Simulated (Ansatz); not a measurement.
`C[Si](F)(F)Cl` + HCl → `F[Si](F)(Cl)Cl` + CH₄ at 298.15 K and 1 bar (ligand exchange at the Si–C bond).

Computed with Ansatz on PBE0-D4/def2-TZVP structures; ΔE is electronic, products minus reactants. CBS: MP2 limit from def2 TZ/QZ plus the TZ coupled-cluster correction, frozen cores. This one scheme is used for every species.

| species | CCSD(T)/CBS energy (Eh) | H − E (kJ/mol) | S (J/(mol·K)) |
| --- | --- | --- | --- |
| `C[Si](F)(F)Cl` | -988.51588 | 137.6 | 336.0 |
| HCl | -460.38127 | 26.6 | 186.8 |
| `F[Si](F)(Cl)Cl` | -1408.46553 | 43.6 | 322.9 |
| CH₄ | -40.46206 | 127.4 | 186.2 |

H − E and S are ideal-gas, rigid-rotor, harmonic terms from PBE0-D4/def2-TZVP. 1 Eh = 2625.50 kJ/mol, R = 8.31446 J/(mol·K).

Question: By hand: ΔE, ΔH, ΔS and ΔG.

Answer: ΔE = (-1408.46553) + (-40.46206) − (-988.51588) − (-460.38127) = -0.03044 Eh = -79.9 kJ/mol. Δ(H − E) = 43.6 + 127.4 − 137.6 − 26.6 = 6.8, so ΔH = -73.1 kJ/mol. ΔS = 322.9 + 186.2 − 336.0 − 186.8 = -13.7 J/(mol·K). ΔG = -73.1 − 298.15 × (-13.7)/1000 = -69.0 kJ/mol.

Question: By hand: the equilibrium constant, and the temperature at which ΔG would vanish if ΔH and ΔS stayed fixed.

Answer: log₁₀ K = −ΔG/(RT ln 10) = 12.1. ΔG = 0 at ΔH/ΔS = 5336 K, far beyond where these terms or the molecules hold.

The number of gas molecules stays the same, so ΔS is small and ΔH decides. A doubt of 5 kJ/mol in ΔE shifts log₁₀ K by 0.9 here. These are equilibria of isolated gas molecules and say nothing of rates. Largest T1 diagnostic: 0.011 (customary marks: 0.02 for closed shells, 0.045 for open ones).
